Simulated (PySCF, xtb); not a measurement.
B₃H₆N₃, SMILES N1BNBNB1.

GFN2-xTB (xtb) at its own geometry gives an orbital gap of 6.02 eV and a dipole moment of 0.00 D.

The structure is a stationary point at B3LYP-D3(BJ)/def2-SVP.

Q: What does PBE0/def2-TZVP in PySCF give? (An estimate is asked for; the answer gives what the named calculation found.)

A: gap 8.47 eV (levels -8.14 and 0.33 eV), dipole 0.00 D.
